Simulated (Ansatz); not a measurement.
CH8AlNSi, SMILES `CN[SiH2][AlH2]`, relaxed with RKS PBE-D4/def2-SVP in Ansatz 0.2.0 from a rough embedded geometry. The force threshold is 0.03 eV/Å; the program also tests the step.

Total charge 0; spin multiplicity 1.

Start:

```xyz
12

C    -1.296    1.050   -0.389
N    -1.075   -0.302   -0.765
Si    0.681   -0.572   -0.741
Al    1.544   -0.730    1.437
H    -2.455    1.235   -0.381
H    -0.915    1.776   -1.126
H    -0.971    1.275    0.624
H    -1.495   -0.971   -0.052
H     1.387    0.473   -1.560
H     0.987   -1.885   -1.417
H     2.646    0.400    1.905
H     0.961   -1.749    2.465
```

```tsv
step	energy (eV)	largest force (eV/Å)	largest move (Å)
1	-17113.1024	2.775	0.000
2	-17113.4926	0.982	0.194
3	-17113.5505	0.336	0.091
4	-17113.5572	0.552	0.181
5	-17113.5781	0.169	0.045
6	-17113.5824	0.092	0.128
7	-17113.5848	0.021	0.076
8	-17113.5859	0.090	0.103
9	-17113.5868	0.075	0.064
10	-17113.5878	0.125	0.107
11	-17113.5889	0.111	0.048
12	-17113.5909	0.073	0.079
13	-17113.5937	0.128	0.195
14	-17113.5945	0.128	0.098
15	-17113.5961	0.088	0.025
16	-17113.5978	0.027	0.070
17	-17113.5990	0.082	0.129
18	-17113.5992	0.108	0.106
19	-17113.6002	0.076	0.020
20	-17113.6011	0.015	0.047
21	-17113.6016	0.034	0.084
22	-17113.6019	0.051	0.079
23	-17113.6021	0.029	0.010
```

End:

```xyz
12

C    -1.552    0.983   -0.318
N    -0.964   -0.245   -0.829
Si    0.776   -0.517   -0.750
Al    1.771   -0.605    1.526
H    -2.605    1.089   -0.656
H    -1.000    1.858   -0.723
H    -1.549    1.084    0.797
H    -1.538   -1.072   -0.638
H     1.444    0.571   -1.562
H     1.031   -1.831   -1.456
H     3.355   -0.776    1.772
H     0.830   -0.539    2.836
```

Run time 27 s (4 threads of an Arm Neoverse V1 on a shared host); peak host memory 0.16 GiB.
